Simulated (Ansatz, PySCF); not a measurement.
C₃H₇O₂ (SMILES CC(O)C[O]), doublet, at a GFN2-xTB geometry. Base run: BLYP/STO-3G (PySCF).

Here is a job for PySCF.
```python
from pyscf import gto, scf, dft

mol = gto.M(
    atom='''
C     1.54142272    0.18311695    0.07975642
C     0.07138669    0.53451852   -0.14861004
O    -0.41703977    1.46322027    0.79751519
C    -0.80427176   -0.72431902   -0.02258355
O    -0.58733415   -1.69928917   -0.86014047
H     2.18285044    1.03527118   -0.13625431
H     1.69413775   -0.12110415    1.11339392
H     1.81031220   -0.64058882   -0.57574117
H    -0.04855535    0.93452005   -1.16902904
H     0.17392987    2.22374107    0.82017486
H    -0.74767697   -1.08961125    1.03606120
H    -1.88123248   -0.41357578   -0.03898029
''',
    basis='sto-3g',
    spin=1,
    verbose=4,
)

mf = dft.UKS(mol)
mf.xc = 'blyp'
mf.kernel()
```

The same geometry, method and basis name were run in Ansatz (an electronic-structure program) and PySCF, at each program's defaults and at the settings that a row names. The base is PySCF at its defaults. Differences at the defaults can come from grids, fitting, cores and function types together.

```
code and settings                                                               ΔE vs base (µEh)  basis functions      E (Eh)  SCF cycles  dipole (D)
------------------------------------------------------------------------------  ----------------  ---------------  ----------  ----------  ----------
PySCF, defaults (exact integrals, its default grid, spherical functions)                     0.0               32  -265.21067          11        1.36
Ansatz, defaults (factorised integrals, its default grid, spherical functions)               2.0               32  -265.21067           -           -
PySCF, density fitting with def2-universal-jkfit                                           -1792               32  -265.21247          11        1.36
PySCF, fine grid                                                                             3.8               32  -265.21067          11        1.36
Ansatz, high accuracy                                                                        3.6               32  -265.21067           -           -
```

Open shells are given as the SCF converged; they aren't shown to be the lowest states, and a large step between rows can be another state.
